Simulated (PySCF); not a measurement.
PySCF 2.14 output of an unrestricted r2SCAN calculation on a single atom or ion in cc-pVDZ-X2C, with scalar relativity by spin-free X2C-1e:

```
SCF conv_tol = 1e-09
number electrons alpha = 31  beta = 27
    J. W. Furness, A. D. Kaplan, J. Ning, J. P. Perdew, and J. Sun.,  J. Phys. Chem. Lett. 11, 8208-8215 (2020)
    J. W. Furness, A. D. Kaplan, J. Ning, J. P. Perdew, and J. Sun.,  J. Phys. Chem. Lett. 11, 9248-9248 (2020)
    J. W. Furness, A. D. Kaplan, J. Ning, J. P. Perdew, and J. Sun.,  J. Phys. Chem. Lett. 11, 8208-8215 (2020)
    J. W. Furness, A. D. Kaplan, J. Ning, J. P. Perdew, and J. Sun.,  J. Phys. Chem. Lett. 11, 9248-9248 (2020)
cycle= 1 E= -9236.30932540882  delta_E= -0.0087  |g|= 0.0351  |ddm|= 0.329
cycle= 2 E= -9236.30947772528  delta_E= -0.000152  |g|= 0.0199  |ddm|= 0.0992
cycle= 3 E= -9236.31176405906  delta_E= -0.00229  |g|= 0.0195  |ddm|= 0.72
cycle= 4 E= -9236.31619441875  delta_E= -0.00443  |g|= 0.0476  |ddm|= 1.99
cycle= 5 E= -9236.31644100138  delta_E= -0.000247  |g|= 0.0592  |ddm|= 2.31
cycle= 6 E= -9236.31316772203  delta_E= 0.00327  |g|= 0.028  |ddm|= 2.19
cycle= 7 E= -9236.31161374352  delta_E= 0.00155  |g|= 0.0202  |ddm|= 1.52
cycle= 8 E= -9236.31357315488  delta_E= -0.00196  |g|= 0.0322  |ddm|= 0.383
cycle= 9 E= -9236.30966725171  delta_E= 0.00391  |g|= 0.00422  |ddm|= 1.18
cycle= 10 E= -9236.31002027662  delta_E= -0.000353  |g|= 0.00869  |ddm|= 0.159
cycle= 11 E= -9236.30996789182  delta_E= 5.24e-05  |g|= 0.0082  |ddm|= 0.0203
cycle= 12 E= -9236.30983662997  delta_E= 0.000131  |g|= 0.00686  |ddm|= 0.0542
cycle= 13 E= -9236.30978358532  delta_E= 5.3e-05  |g|= 0.00616  |ddm|= 0.0234
cycle= 14 E= -9236.30972019323  delta_E= 6.34e-05  |g|= 0.00522  |ddm|= 0.0318
cycle= 15 E= -9236.30955902497  delta_E= 0.000161  |g|= 0.000875  |ddm|= 0.155
cycle= 16 E= -9236.30955577255  delta_E= 3.25e-06  |g|= 0.00032  |ddm|= 0.0339
cycle= 17 E= -9236.30955607419  delta_E= -3.02e-07  |g|= 0.000519  |ddm|= 0.0059
cycle= 18 E= -9236.30955558683  delta_E= 4.87e-07  |g|= 0.000337  |ddm|= 0.0162
cycle= 19 E= -9236.30955570376  delta_E= -1.17e-07  |g|= 0.00043  |ddm|= 0.0115
cycle= 20 E= -9236.30955537778  delta_E= 3.26e-07  |g|= 0.00032  |ddm|= 0.00571
cycle= 21 E= -9236.30955568481  delta_E= -3.07e-07  |g|= 0.000286  |ddm|= 0.0118
cycle= 22 E= -9236.30955556726  delta_E= 1.18e-07  |g|= 0.000259  |ddm|= 0.0172
cycle= 23 E= -9236.30955531288  delta_E= 2.54e-07  |g|= 0.000106  |ddm|= 0.012
cycle= 24 E= -9236.30955549158  delta_E= -1.79e-07  |g|= 0.000192  |ddm|= 0.00346
cycle= 25 E= -9236.30955529836  delta_E= 1.93e-07  |g|= 7.87e-05  |ddm|= 0.004
cycle= 26 E= -9236.30955525988  delta_E= 3.85e-08  |g|= 2.14e-06  |ddm|= 0.00269
cycle= 27 E= -9236.30955525994  delta_E= -6.55e-11  |g|= 3.62e-06  |ddm|= 6.24e-05
converged SCF energy = -9236.30955525994  <S^2> = 6.0022302  2S+1 = 5.000892
```

The run itself started from symmetry-adapted Hartree-Fock orbitals and held the occupation by maximum overlap, on a logarithmic radial grid, so the iterations belong to that start.

Problem. Which element, charge and spin multiplicity is this?

Solution. Pr⁺ (praseodymium, charge +1), multiplicity 5; the state was [Xe] 4f2 5d1 6s1, one real determinant (an excited configuration).

⟨L²⟩ = 30.03 against 56 for a pure K term, so this real determinant mixes terms. Spin-orbit coupling, absent here, splits the open shell strongly.
